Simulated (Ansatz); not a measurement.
`[SiH3][SiH2][GaH2]` + `O[C](F)(F)[AlH2]` → `[AlH2][SiH2][SiH2][GaH2]` + `OC(F)F` at 600 K and 1 bar (formal exchange of groups at the Si–H bond).

Gas-phase electronic energies from Ansatz, PBE0-D4/def2-TZVP geometries. CCSD(T)/CBS is the MP2 limit (def2-TZVPP, def2-QZVPP) plus CCSD(T) − MP2 in def2-TZVPP, frozen cores. For Ga outer-core shells are correlated without core-valence functions, which leaves a few kJ/mol of doubt a bond. Scalar relativity is left out up to krypton. Each species was taken in one conformer, which may not be the lowest.

| species | CCSD(T)/CBS energy (Eh) | H − E (kJ/mol) | S (J/(mol·K)) |
| --- | --- | --- | --- |
| `[SiH3][SiH2][GaH2]` | -2506.27760 | 209.4 | 466.4 |
| `O[C](F)(F)[AlH2]` | -556.60393 | 158.2 | 426.4 |
| `[AlH2][SiH2][SiH2][GaH2]` | -2748.88302 | 244.0 | 562.3 |
| `OC(F)F` | -314.01610 | 133.8 | 325.1 |

H − E and S are ideal-gas, rigid-rotor, harmonic terms from PBE0-D4/def2-TZVP, for one conformer and one mirror image of each species. 1 Eh = 2625.50 kJ/mol, R = 8.31446 J/(mol·K).

Task: By hand: ΔE, ΔH, ΔS and ΔG.

Result: ΔE = (-2748.88302) + (-314.01610) − (-2506.27760) − (-556.60393) = -0.01759 Eh = -46.2 kJ/mol. Δ(H − E) = 244.0 + 133.8 − 209.4 − 158.2 = 10.2, so ΔH = -36.0 kJ/mol. ΔS = 562.3 + 325.1 − 466.4 − 426.4 = -5.4 J/(mol·K). ΔG = -36.0 − 600 × (-5.4)/1000 = -32.8 kJ/mol.

Task: By hand: the equilibrium constant, and the temperature at which ΔG would vanish if ΔH and ΔS stayed fixed.

Result: log₁₀ K = −ΔG/(RT ln 10) = 2.9. ΔG = 0 at ΔH/ΔS = 6667 K, far beyond where these terms or the molecules hold.

The number of gas molecules stays the same, so ΔS is small and ΔH decides. A doubt of 5 kJ/mol in ΔE shifts log₁₀ K by 0.4 here. Other conformers and mirror images would add mixing entropy, several J/(mol·K) or more a flexible species. Modes under 60 cm⁻¹, often nearly free rotors, make the harmonic entropy too high. These are equilibria of isolated gas molecules and say nothing of rates. Largest T1 diagnostic: 0.014 (customary marks: 0.02 for closed shells, 0.045 for open ones).
